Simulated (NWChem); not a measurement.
Species: C2H6GeO; SMILES [GeH3][O]C=C

```xyz
10

C      0.0461     2.8793    -0.1680
C     -0.3077     1.6465     0.1969
O      0.5778     0.6088     0.2620
Ge    -0.0031    -1.0827    -0.0428
H      1.0624     3.1110    -0.4704
H     -0.6838     3.6810    -0.1498
H     -1.3302     1.4170     0.5094
H     -0.2006    -1.2902    -1.5630
H      1.1210    -1.9705     0.5183
H     -1.3418    -1.2732     0.7118
```
Atoms are numbered in this order, from 1.

Results from NWChem. Pople sets run with spherical d functions. Structure relaxed at the B3LYP/6-31G* (spherical d) level. GIAO values for the isolated, static molecule; σ is the absolute isotropic shielding, δ = σ(reference) − σ with the isolated reference molecule computed at the same levels (13C: tetramethylsilane, 1H: tetramethylsilane, 17O: water).

For level Hartree-Fock/6-31G*:

```
Item                      Value
-----------------------  ------
δ C1 (ppm)                 94.9
δ C2 (ppm)                147.9
δ O3 (ppm)                 44.6
σ Ge4 (ppm)              1710.5
δ H6 (ppm)                 4.10
δ H8 (rotor mean) (ppm)    5.28
```

**Question.** Estimate the same quantities for level LDA (Slater exchange, VWN5)/pcSseg-1.

**Answer.** The δ C1 (ppm) comes out as 101.7, the δ C2 (ppm) comes out as 165.4 and the δ O3 (ppm) comes out as 141.9. The σ Ge4 (ppm) is 1282.2 and the δ H6 (ppm) comes out as 4.38. The δ H8 (rotor mean) (ppm) is 5.76.
